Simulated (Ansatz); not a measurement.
Stepwise reaction of `O[Si](F)(F)[SiH3]` with hydrogen chloride, as a gas-phase model of exchange steps in deposition or etching. ΔE in kJ/mol; ΔG adds harmonic PBE0-D4 terms to CCSD(T)/CBS, at 1 bar.

Program: Ansatz. Geometries: PBE0-D4/def2-TZVP. ΔE: electronic, gas phase. CBS: MP2 limit from def2 TZ/QZ plus the TZ coupled-cluster correction, frozen cores. This one scheme is used for every species. DFT in def2-TZVPP. B3LYP here is the variant with VWN-RPA as its local correlation; programs differ in this. Each species was taken in one conformer, which may not be the lowest.

```json
{"step": "1", "reaction": "`O[Si](F)(F)[SiH3]` + HCl → `O[Si](F)([SiH3])Cl` + H–F", "PBE-D4": "39.4", "B3LYP-D4": "49.5", "ωB97M-V": "48.5", "CCSD(T)/CBS": "46.8", "ΔG(600 K)": "52.4"}
{"step": "2", "reaction": "`O[Si](F)([SiH3])Cl` + HCl → `O[Si]([SiH3])(Cl)Cl` + H–F", "PBE-D4": "37.6", "B3LYP-D4": "47.2", "ωB97M-V": "46.5", "CCSD(T)/CBS": "43.3", "ΔG(600 K)": "48.6"}
```

(1) By hand: ΔE of the 2 steps together at CCSD(T)/CBS.

## Answers

(1) (46.8) + (43.3) = 90.1 kJ/mol, or 45.0 kJ/mol a step.

In ΔE the steps differ by no more than 3.5 kJ/mol. All are uphill at CCSD(T)/CBS. ΔG lies between 48.6 and 52.4 kJ/mol a step. PBE-D4 differs from CCSD(T)/CBS by -7.4 to -5.7 kJ/mol a step. Isolated molecules leave out the surface, adducts and barriers. Largest T1 diagnostic: 0.013.
